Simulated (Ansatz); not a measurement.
Input file for C$_{2}$H$_{9}$InOS:

```yaml
crystal:
  periodic: [false, false, false]
  atoms:
    - {symbol: C, position_ang: [-0.109641, 2.187088, 0.197377]}
    - {symbol: In, position_ang: [0.352367, 0.094413, 0.142174]}
    - {symbol: C, position_ang: [0.459217, -1.448353, 1.634029]}
    - {symbol: O, position_ang: [-1.564900, -0.765371, -1.108194]}
    - {symbol: S, position_ang: [1.485177, -0.607440, -1.942989]}
    - {symbol: H, position_ang: [0.811112, 2.772606, 0.188178]}
    - {symbol: H, position_ang: [-0.695807, 2.446093, -0.685376]}
    - {symbol: H, position_ang: [-0.680167, 2.444693, 1.090251]}
    - {symbol: H, position_ang: [1.317492, -1.280956, 2.287061]}
    - {symbol: H, position_ang: [-0.440690, -1.455485, 2.251554]}
    - {symbol: H, position_ang: [0.576342, -2.423675, 1.159801]}
    - {symbol: H, position_ang: [-1.950579, -1.596174, -0.813611]}
    - {symbol: H, position_ang: [-0.948398, -0.987130, -1.831741]}
    - {symbol: H, position_ang: [1.375576, 0.590591, -2.539613]}
basis:
  gaussian: {orbitals: def2-SVP}
correlation: {method: ccsd_t}
```

```sh
$ ansatz run in.yaml --threads 4 --pin off --events-out ev --progress --plain --max-ram 11315MiB
```

The program prints (abridged):

```
Functional definition: HF
1390 factors; integrals over basis functions are off by at most 1.5e-3 eV
mean field evaluation 1: about -20196.8111 eV, gradient 4.1e1 eV
mean field evaluation 2: about -20196.8271 eV, gradient 4.1e1 eV
mean field evaluation 4: about -20200.8803 eV, gradient 3.5e0 eV
mean field evaluation 8: about -20200.9272 eV, gradient 2.7e-4 eV
mean field -20200.92720444 eV, -742.3703820828 hartree, gradient 2.8e-6 eV, S^2 0.000000; 0 other end points of the search recorded, 0 dependent functions left out
12 core orbitals not correlated: weight in the atoms' cores, before any rotation towards them, 1.000 or more for the frozen orbitals, at most 0.000 for the correlated occupied ones
reference -20200.92720444 eV, -742.3703820828 hartree; 21, 21 occupied and 98, 98 virtual orbitals, 1390 factors
second order -19.74259717 eV of doubles, -0.00000000 eV of singles
cycle   1  -20.84185182 eV  change    -1.1e0 eV  update   9.5e-2
cycle   2  -21.36862876 eV  change   -5.3e-1 eV  update   2.8e-2
cycle   3  -21.46072571 eV  change   -9.2e-2 eV  update   1.2e-2
cycle   4  -21.46034841 eV  change    3.8e-4 eV  update   3.0e-3
cycle   5  -21.45961191 eV  change    7.4e-4 eV  update   1.1e-3
cycle   6  -21.45946119 eV  change    1.5e-4 eV  update   3.3e-4
cycle   7  -21.45936422 eV  change    9.7e-5 eV  update   1.1e-4
cycle   8  -21.45936030 eV  change    3.9e-6 eV  update   3.8e-5
perturbative correction -0.57503764 eV, -0.0211322436 hartree
Total energy: -20222.96160239 eV, -743.1801312720 hartree
```

It took 15 s on 4 threads of an Intel Xeon Platinum 8259CL on a shared host, with 0.97 GiB of host memory at the peak.

The correlation energy is -22.034 eV, 2.6 % of it from (T); the T1 diagnostic reads 0.0095.
